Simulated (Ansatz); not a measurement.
Basis-set extrapolation for C$_{2}$H$_{10}$NPSi, SMILES `CC([SiH3])NP` (PBE0-D4/def2-TZVP geometry, frozen core, the Gaussian-basis code of Ansatz). Multiplicity 1, RHF reference.

```tsv
	def2-TZVPP	def2-QZVPP
HF	-765.732123	-765.757859
MP2 correlation	-0.851993	-0.910586
CCSD(T) correlation	-0.956185	not run
```

Energies in hartree. Use E(X) = E(∞) + A·exp(−7.88·√X) for Hartree–Fock and E(X) = E(∞) + B·X^(−2.97) for correlation, with X = 3 and 4, and add CCSD(T) minus MP2 of the smaller set to the MP2 limit.

Problem. What is the CCSD(T) energy at the basis-set limit?

Solution. HF limit: -765.757859 + (-0.025736) × 0.13774 = -765.76140. MP2 limit: -0.910586 + (-0.058593) × 0.74074 = -0.95399. Higher-order term: -0.956185 − (-0.851993) = -0.10419. Total: -766.81958 hartree, 82.4 kcal/mol below CCSD(T)/def2-TZVPP.
